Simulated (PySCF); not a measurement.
chlorotrifluoromethane (CClF$_{3}$), singlet, at a GFN2-xTB geometry. Base run: HF/3-21G run with PySCF.

Input for PySCF:
```python
from pyscf import gto, scf

mol = gto.M(
    atom='''
F    -0.86134566   -0.63254016   -1.02874238
C    -0.35035604   -0.00774362    0.01889747
F    -0.84407447    1.21875581    0.05006863
F    -0.74576507   -0.64039210    1.11088556
Cl    1.42134135    0.03141469   -0.07666418
''',
    basis='3-21g',
    verbose=4,
    symmetry=True,
)

mf = scf.RHF(mol)
mf.kernel()
mf.analyze()
```

Each row names what was changed in the base input (with any setting that the change needs).

```
change                     ΔE vs base (mEh)  point group used  SCF cycles
-------------------------  ----------------  ----------------  ----------
base                                  0.000                Cs           9
irrep_nelec = A':32 A":18            1302.2                Cs          26
symmetry = off                        0.000                C1           9
irrep_nelec = A':36 A":14             778.6                Cs          12
```
